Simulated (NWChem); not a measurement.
System: SnHF₃; SMILES [SnH]([F])([F])[F]

Input file for NWChem:

```
start job
memory heap 200 mb stack 900 mb global 1100 mb
geometry units angstroms noautosym nocenter noautoz
  Sn     0.000000     0.000000    -0.222792
  F      1.625583     0.668566     0.538032
  F     -1.391786     1.073513     0.538032
  F     -0.233796    -1.742079     0.538032
  H      0.000000     0.000000    -1.912027
end
basis spherical
  * library def2-svp
end
ecp
  Sn library def2-ecp
end
dft
  xc b3lyp
  iterations 150
  vectors input atomic output neutral.movecs
end
task dft energy
charge 1
dft
  odft
  mult 2
  vectors input atomic output cation.movecs
end
task dft energy
```

Output (shortened):

```
             Northwest Computational Chemistry Package (NWChem) 7.3.0
             --------------------------------------------------------

                             Geometry "geometry" -> ""
                             -------------------------

 Output coordinates in angstroms (scale by  1.889725989 to convert to a.u.)

  No.       Tag          Charge          X              Y              Z
 ---- ---------------- ---------- -------------- -------------- --------------
    1 Sn                  50.0000     0.00000000     0.00000000    -0.22279200
    2 F                    9.0000     1.62558300     0.66856600     0.53803200
    3 F                    9.0000    -1.39178600     1.07351300     0.53803200
    4 F                    9.0000    -0.23379600    -1.74207900     0.53803200
    5 H                    1.0000     0.00000000     0.00000000    -1.91202700

 Effective nuclear repulsion energy (a.u.)     435.6314131427

                                 NWChem DFT Module
                                 -----------------

 Summary of "ao basis" -> "ao basis" (spherical)
 ------------------------------------------------------------------------------
       Tag                 Description            Shells   Functions and Types
 ---------------- ------------------------------  ------  ---------------------
 Sn                         def2-svp                10       26   4s4p2d
 F                          def2-svp                 6       14   3s2p1d
 H                          def2-svp                 3        5   2s1p

            General Information
            -------------------
          SCF calculation type: DFT
          Wavefunction type:  closed shell.
          No. of atoms     :     5
          No. of electrons :    50
           Alpha electrons :    25
            Beta electrons :    25
          Charge           :     0
          Spin multiplicity:     1
          Use of symmetry is: off; symmetry adaption is: off
          Maximum number of iterations: 150
          AO basis - number of functions:    73
                     number of shells:    31
          Convergence on energy requested:  1.00D-06
          Convergence on density requested:  1.00D-05
          Convergence on gradient requested:  5.00D-04

              XC Information
              --------------
                         B3LYP Method XC Potential
                     Hartree-Fock (Exact) Exchange  0.200
                        Slater Exchange Functional  0.800 local
                    Becke 1988 Exchange Functional  0.720 non-local
              Lee-Yang-Parr Correlation Functional  0.810
                  VWN I RPA Correlation Functional  0.190 local

             Grid Information
             ----------------
          Grid used for XC integration:  medium
          Radial quadrature: Mura-Knowles
          Angular quadrature: Lebedev.
          Tag              B.-S. Rad. Rad. Pts. Rad. Cut. Ang. Pts.
          ---              ---------- --------- --------- ---------
          Sn                  1.45      123           7.0       590
          F                   0.50       49           8.0       434
          H                   0.35       45           8.0       434
          Grid pruning is: on
          Number of quadrature shells:   315
          Spatial weights used:  Erf1

      Superposition of Atomic Density Guess
      -------------------------------------

 Sum of atomic energies:        -547.47255612

      Non-variational initial energy
      ------------------------------

 Total energy =    -511.623422
 1-e energy   =   -1228.604704
 2-e energy   =     498.996730
 HOMO         =      -0.475310
 LUMO         =      -0.056588

   convergence    iter        energy       DeltaE   RMS-Dens  Diis-err
 ---------------- ----- ----------------- --------- --------- ---------
 d= 0,ls=0.0,diis     1   -514.1502653062 -7.32D+02  3.40D-02  1.28D+00
 d= 0,ls=0.0,diis     2   -513.7897978707  3.60D-01  1.89D-02  5.73D+00
 d= 0,ls=0.0,diis     3   -514.3165736535 -5.27D-01  1.11D-03  6.26D-03
 d= 0,ls=0.0,diis     4   -514.3172452044 -6.72D-04  2.15D-04  4.00D-04
 d= 0,ls=0.0,diis     5   -514.3172763951 -3.12D-05  4.21D-05  9.00D-06
 d= 0,ls=0.0,diis     6   -514.3172771729 -7.78D-07  1.06D-05  3.43D-07
 d= 0,ls=0.0,diis     7   -514.3172772251 -5.22D-08  1.32D-06  4.92D-09

         Total DFT energy =     -514.317277225107
      One electron energy =    -1229.830158310250
           Coulomb energy =      547.542082622824
    Exchange-Corr. energy =      -50.013753446986
 Nuclear repulsion energy =      217.984551909306

 Numeric. integr. density =       50.000017494827

                       DFT Final Molecular Orbital Analysis
                       ------------------------------------

 Vector   23  Occ=2.000000D+00  E=-3.986658D-01
              MO Center=  5.5D-01,  1.5D-01,  5.1D-01, r^2= 3.2D+00
   Bfn.  Coefficient  Atom+Function         Bfn.  Coefficient  Atom+Function
  ----- ------------  ---------------      ----- ------------  ---------------
    32     -0.341665  2 F  pz                30      0.324241  2 F  px
    44      0.246992  3 F  px                35      0.245414  2 F  pz
    33     -0.227828  2 F  px                58      0.209687  4 F  px
    60      0.190177  4 F  pz                47     -0.172957  3 F  px
    59      0.172094  4 F  py                46      0.151499  3 F  pz

[...]
```

Level: B3LYP/def2-SVP with def2 effective core potentials on Sn, vertical spin-unrestricted ions. Coordinates come from a PBE0/def2-SVP optimisation. def2 effective core potentials on Sn; no spin-orbit coupling.
